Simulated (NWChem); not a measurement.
Molecule: GeClF, singlet; SMILES [Ge]([F])[Cl]

All runs: NWChem. Low-valent species are run as closed-shell singlets; no triplet was tried in these runs. Geometry: optimised at PBE-D3(BJ)/def2-SVP. Level: PBE0/aug-cc-pVDZ; rows give the wavelength of the field.

| field | isotropic polarisability (bohr³) | anisotropy (bohr³) |
|---|---|---|
| static | 45.2 | 21.9 |
| 1065 nm | 45.9 | 22.3 |
| 589 nm | 47.5 | 23.3 |
